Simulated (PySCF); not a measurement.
A structure optimised at PBE-D3(BJ)/def2-SVP, used in a PySCF frequency run:

```
Nb
F 1 1.8626
F 1 1.8626 2 111.81
S 1 2.1497 2 107.68 3 -118.09
Cl 1 2.2909 2 110.83 3 124.19
```
Charge 0, spin multiplicity 1.

Task: Write its SMILES, formula and point group.

Result: [F][Nb]([F])(=[S])[Cl], ClF2NbS, Cs

Task: What are its rotational constants (standard atomic weights)?

Result: 2.1861, 1.6149, 1.3910 GHz
